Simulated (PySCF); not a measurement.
Run record: geometry optimisation, `ClB1SCCS1`.

Computed with PBE0-D3(BJ)/def2-SVP geometry optimisation, gas phase (PySCF 2.14.0). Start geometry: GFN2-xTB. A driver script takes a list of jobs; this job's settings line and coordinates (Å) are shown.

Command:
```bash
OMP_NUM_THREADS=1 python probes_run.py task.json out
```

Input:
```
{"job": {"xc": "PBE0", "basis": "def2-SVP", "d3": "d3bj", "grid": 1, "shake": 0.01, "kind": "geom"}, "charge": 0, "multiplicity": 1}
Cl     3.260110    -1.041110     0.696420
B      1.631190    -0.516210     0.345990
S      1.034380     1.163410     0.659530
C     -0.505300     0.960880    -0.231940
C     -1.014270    -0.478160    -0.118900
S      0.399000    -1.614290    -0.366810
H     -0.343260     1.230190    -1.267430
H     -1.234830     1.660740     0.205300
H     -1.765310    -0.703760    -0.838790
H     -1.411290    -0.682630     0.895570
```

Output:
```
step   0  E = -1359.15186071  max force = 0.023861
step   1  E = -1359.15201825  max force = 0.009151
step   2  E = -1359.15345050  max force = 0.002482
step   3  E = -1359.15376320  max force = 0.001326
step   4  E = -1359.15386263  max force = 0.000833
step   5  E = -1359.15389130  max force = 0.000317
step   6  E = -1359.15390455  max force = 0.000276
optimisation converged
```

Energies in Eh; «max force» is the largest Cartesian gradient component in Eh/bohr.

**Question.** How much energy does the optimisation release, in eV?

**Answer.** E(step 0) − E(last step) = 0.002044 Eh, which is 0.056 eV.

Main results: final energy -1359.15390 Eh after 6 steps; dipole 2.97 D.

**Question.** Where do the atoms end?

**Answer.** 0.020 Å rms from the input after alignment:
```
atom  x, y, z in Å
Cl1    3.4363    0.6099    0.0754
B2     1.7110    0.3072    0.0347
S3     0.5651    1.1706    1.1178
C4    -0.9246    0.5592    0.2492
C5    -0.6643   -0.8324   -0.2880
S6     0.9782   -0.8867   -1.0926
H7    -1.1538    1.2636   -0.5654
H8    -1.7645    0.5630    0.9597
H9    -1.4229   -1.1268   -1.0286
H10   -0.6647   -1.5752    0.5247
```

**Question.** How long does this job take on an Arm Neoverse V2 with one thread, no GPU, on a shared host? And the peak memory of the process?

**Answer.** About 37 s, with 0.51 GiB resident at the peak, the Python interpreter and its libraries included.
Labels such as C1 count atoms from 1, the log's own numbers from 0.
